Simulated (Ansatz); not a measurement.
A run for Ansatz (an electronic-structure program): R-CCSD(T)/aug-cc-pVDZ on H2 (SMILES [H][H]).

Ansatz 0.2 input:
```yaml
crystal:
  periodic: [false, false, false]
  atoms:
    - {symbol: H, position_ang: [-0.21497935, -0.20729653, 2.54534587]}
    - {symbol: H, position_ang: [0.05452262, -0.44675102, 3.19861632]}
basis:
  gaussian:
    orbitals: aug-cc-pVDZ
magnetization: {spin_polarized: false}
correlation: {method: ccsd_t, electrons: outside_noble_gas}
scf: {lower_state_search: off}
```

It printed:

```
WARN ansatz: RAYON_NUM_THREADS=1 ignored (pool sized by the plan → 1); use --threads N
Functional definition: HF
these checks for a lower state are left out or cut short: stability, starts, cluster_reference, orbital_swaps, neighbouring_geometries, increment
integrals: 0.00 GiB planned
166 factors; integrals over basis functions are off by at most 9.7e-4 eV
mean field: 0.03 GiB planned
mean field evaluation 1: about -30.6237 eV, gradient 3.8e0 eV
mean field evaluation 2: about -30.6228 eV, gradient 3.8e0 eV
mean field evaluation 4: about -30.7168 eV, gradient 5.7e-2 eV
mean field evaluation 8: about -30.7168 eV, gradient 3.8e-6 eV
mean field -30.71684194 eV, -1.1288231207 hartree, gradient 3.8e-6 eV, S^2 0.000000; 0 other end points of the search recorded, 0 dependent functions left out
reference -30.71684194 eV, -1.1288231207 hartree; 1, 1 occupied and 17, 17 virtual orbitals, 166 factors
second order -0.74395874 eV of doubles, -0.00000000 eV of singles
coupled cluster: 0.04 GiB planned
cycle   1  -0.90954376 eV  change   -1.7e-1 eV  update   2.6e-2
cycle   2  -0.97620115 eV  change   -6.7e-2 eV  update   9.1e-3
cycle   3  -0.97730390 eV  change   -1.1e-3 eV  update   1.3e-3
cycle   4  -0.97736134 eV  change   -5.7e-5 eV  update   1.5e-4
cycle   5  -0.97732782 eV  change    3.4e-5 eV  update   2.1e-5
cycle   6  -0.97732723 eV  change    5.9e-7 eV  update   5.0e-6
cycle   7  -0.97732931 eV  change   -2.1e-6 eV  update   8.0e-7
perturbative correction 0.00000000 eV, 0.0000000000 hartree
Total energy: -31.69417125 eV, -1.1647393105 hartree
Checks for a lower state left out: stability, starts, cluster_reference, orbital_swaps, neighbouring_geometries, increment
```

The calculation finished and met its thresholds.

Cost: about 0.18 core-seconds (a rough figure).
